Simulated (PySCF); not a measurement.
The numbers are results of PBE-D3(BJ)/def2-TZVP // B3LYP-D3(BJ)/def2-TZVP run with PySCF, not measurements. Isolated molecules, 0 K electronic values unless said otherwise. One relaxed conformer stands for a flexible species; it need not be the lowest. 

Reference species (SMILES): `C[SiH2][SiH2][SiH3]` (C–Si–Si–Si torsion 59°) (neutral, multiplicity 1).

```yaml
HOMO–LUMO gap: 5.75 eV
HOMO: -6.71 eV
LUMO: -0.96 eV
```

After one change: the HOMO–LUMO gap falls by 0.13 eV; the HOMO increases by 0.05 eV; the LUMO decreases by 0.08 eV.

### Question
Which change was made? The new species is one of these.
A. `C[SiH]([SiH3])[SiH3]`
B. `[SiH3]C([SiH3])[SiH3]`
C. `[SiH3]C[SiH2][SiH3]` (Si–C–Si–Si torsion 56°)

### Answer
A, `C[SiH]([SiH3])[SiH3]`
